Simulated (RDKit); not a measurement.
A run for RDKit: UFF on C2H6 (SMILES CC).

```python
from rdkit import Chem
from rdkit.Chem import AllChem, rdDetermineBonds

blocks = [
'''8

C    -0.00000093   -0.00000000    0.76311204
H     1.01714819   -0.00000000    1.16014291
H    -0.50857554    0.88087480    1.16014692
H    -0.50857554   -0.88087480    1.16014692
C     0.00000093    0.00000000   -0.76311204
H     0.50857554    0.88087480   -1.16014692
H    -1.01714819   -0.00000000   -1.16014291
H     0.50857554   -0.88087480   -1.16014692
''',
]
mol = None
for b in blocks:
    f = Chem.MolFromXYZBlock(b)
    rdDetermineBonds.DetermineBonds(f, charge=0)
    mol = f if mol is None else Chem.CombineMols(mol, f)
Chem.SanitizeMol(mol)
print(Chem.MolToSmiles(Chem.RemoveHs(mol)))
ff = AllChem.UFFGetMoleculeForceField(mol, vdwThresh=100.0, ignoreInterfragInteractions=False)
e = ff.CalcEnergy()
print(f'UFF energy {e:.6f} kcal/mol')
```

It printed:

```
CC
UFF energy 1.269453 kcal/mol
```

The run finished.

Cost: around 0.010 core-seconds (rough).
